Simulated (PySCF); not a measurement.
Species: `C1CC[SiH2]N1C(C)(C)C`. The columns A, B, C and D hold Mulliken, IAO, Hirshfeld and ESP-fitted charges (e) of one PBE0/pcSseg-1 density (PySCF), in a shuffled order. Coordinates in Å (GFN2-xTB); the density's dipole moment is (-0.49, 0.57, -0.35) D.

| atom | x | y | z | A | B | C | D |
| --- | --- | --- | --- | --- | --- | --- | --- |
| C1 | -1.922 | 0.030 | -1.232 | -0.124 | -0.157 | -0.424 | -0.580 |
| C2 | -1.213 | -0.174 | 0.115 | +0.071 | -0.303 | +0.161 | +0.748 |
| C3 | -1.699 | 0.876 | 1.128 | -0.128 | -0.129 | -0.425 | -0.573 |
| C4 | -1.575 | -1.563 | 0.642 | -0.119 | -0.210 | -0.422 | -0.586 |
| N5 | 0.227 | -0.085 | -0.042 | -0.168 | -0.776 | -0.526 | -0.405 |
| C6 | 0.772 | 1.040 | -0.786 | -0.025 | +0.035 | -0.141 | -0.025 |
| C7 | 2.213 | 1.248 | -0.332 | -0.070 | -0.225 | -0.248 | +0.017 |
| C8 | 2.846 | -0.130 | -0.180 | -0.164 | -0.532 | -0.545 | -0.275 |
| Si9 | 1.427 | -1.159 | 0.541 | +0.353 | +0.772 | +0.860 | +0.501 |
| H10 | -2.988 | -0.154 | -1.121 | +0.040 | +0.108 | +0.136 | +0.141 |
| H11 | -1.788 | 1.042 | -1.603 | +0.037 | +0.110 | +0.135 | +0.129 |
| H12 | -1.525 | -0.666 | -1.967 | +0.038 | +0.110 | +0.140 | +0.123 |
| H13 | -1.184 | 0.735 | 2.075 | +0.036 | +0.109 | +0.140 | +0.120 |
| H14 | -2.770 | 0.777 | 1.291 | +0.037 | +0.099 | +0.132 | +0.127 |
| H15 | -1.501 | 1.884 | 0.773 | +0.035 | +0.103 | +0.132 | +0.143 |
| H16 | -2.652 | -1.645 | 0.768 | +0.045 | +0.119 | +0.143 | +0.148 |
| H17 | -1.247 | -2.329 | -0.054 | +0.039 | +0.125 | +0.142 | +0.138 |
| H18 | -1.099 | -1.743 | 1.601 | +0.039 | +0.127 | +0.138 | +0.144 |
| H19 | 0.751 | 0.831 | -1.865 | +0.026 | +0.105 | +0.111 | +0.047 |
| H20 | 0.183 | 1.943 | -0.608 | +0.036 | +0.117 | +0.124 | +0.031 |
| H21 | 2.753 | 1.883 | -1.037 | +0.039 | +0.118 | +0.135 | +0.018 |
| H22 | 2.207 | 1.746 | 0.640 | +0.037 | +0.121 | +0.132 | +0.026 |
| H23 | 3.148 | -0.513 | -1.154 | +0.036 | +0.136 | +0.142 | +0.076 |
| H24 | 3.737 | -0.092 | 0.440 | +0.036 | +0.138 | +0.145 | +0.065 |
| H25 | 1.392 | -2.513 | -0.029 | -0.091 | -0.113 | -0.156 | -0.152 |
| H26 | 1.485 | -1.245 | 2.009 | -0.094 | -0.108 | -0.161 | -0.145 |

Problem. Which column most likely holds the ESP-fitted charges?

Solution. D. Σ q r misses the density's dipole by 0.02 D (D), 0.55 D (A), 1.19 D (C), 1.55 D (B). Charges fitted to the outside potential are the only set here that is tied to the molecule's multipoles.

Problem. And the Hirshfeld charges?

Solution. A. The mean sizes are 0.076 e (A), 0.196 e (B), 0.211 e (D), 0.234 e (C), and Hirshfeld charges are commonly the smallest of these schemes.

As computed, A = Hirshfeld, B = Mulliken, C = IAO, D = ESP-fitted. Hydrogens on carbon: Hirshfeld +0.03 to +0.05, Mulliken +0.10 to +0.14, IAO +0.11 to +0.15, ESP-fitted +0.02 to +0.15 e.

The IAO scheme projects the occupied orbitals on a minimal set of polarised atomic orbitals and counts the electrons in each atom's part of it. The ESP scheme fits charges at the nuclei, held to the total charge, to the electrostatic potential on points at 1.4 to 2.0 times the van der Waals radii.

Isolated species at its GFN2-xTB geometry (one conformer only).
